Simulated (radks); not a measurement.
Results of a calculation; reference values are marked as such.
Mean orbital radii <r> (bohr) of the antimony ion Sb+, [Kr] 4d10 5s2 5p2, at several levels of relativity; Dirac values are averaged over j with weights 2j + 1. Spin-unpolarised spherical Kohn-Sham, PBEsol, point nucleus unless stated (finite: rms radius 4.6802 fm), a radial shooting solver on a logarithmic mesh with Libxc functionals. A level marked "c x" has the speed of light scaled by that factor and shares open shells by 2j + 1; other Dirac levels either fill j = l - 1/2 first or share by 2j + 1.

| shell | non-rel. | scalar-rel. | scalar-rel., finite nucleus | Dirac, 2j+1 shares, finite nucleus | change of magnitude, last against first (%) |
|---|---|---|---|---|---|
| 1s | 0.02983 | 0.02843 | 0.02843 | 0.02843 | -4.69 |
| 2s | 0.1287 | 0.1227 | 0.1227 | 0.1223 | -5.02 |
| 2p | 0.1097 | 0.1071 | 0.1071 | 0.1069 | -2.53 |
| 3s | 0.3442 | 0.3308 | 0.3308 | 0.3305 | -3.99 |
| 3p | 0.3349 | 0.3289 | 0.3289 | 0.3285 | -1.90 |
| 3d | 0.3057 | 0.3055 | 0.3055 | 0.3056 | -0.03 |
| 4s | 0.8211 | 0.7908 | 0.7908 | 0.7908 | -3.68 |
| 4p | 0.8653 | 0.8523 | 0.8523 | 0.8520 | -1.54 |
| 4d | 1.020 | 1.029 | 1.029 | 1.029 | +0.90 |
| 5s | 2.239 | 2.155 | 2.155 | 2.156 | -3.70 |
| 5p | 2.682 | 2.660 | 2.660 | 2.659 | -0.85 |
